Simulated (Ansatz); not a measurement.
CH$_{3}$GaSe (`[CH2]1[GaH][Se]1`) from Hartree–Fock to CCSD(T)

```xyz
6

C     0.618    0.549   -0.040
Ga   -0.976   -0.532   -0.197
Se    0.715   -1.030    1.255
H     1.397    0.499   -0.793
H     0.594    1.498    0.484
H    -2.349   -0.983   -0.709
```

The species carries charge 0 and has multiplicity 1. Correlated methods include outer-core shells of Ga, Se, which these sets cover unevenly. Scalar relativity is left out up to krypton. All single points use the PBE0-D4/def2-TZVP geometry. Frozen core, restricted reference, Ansatz 0.2.0.

```csv
basis,HF (Eh),MP2 corr.
def2-SVP,-4362.11049,-0.58567
def2-TZVPP,-4362.70298,-0.66802
def2-QZVPP,-4362.79178,-1.22937
```

Question: Estimate the CCSD correlation energy and the (T) correction in each basis where they were run (hartree).

Answer: 
```json
{"basis": "def2-SVP", "CCSD corr.": "-0.59242", "(T)": "-0.02127"}
{"basis": "def2-TZVPP", "CCSD corr.": "-0.67695", "(T)": "-0.03076"}
```
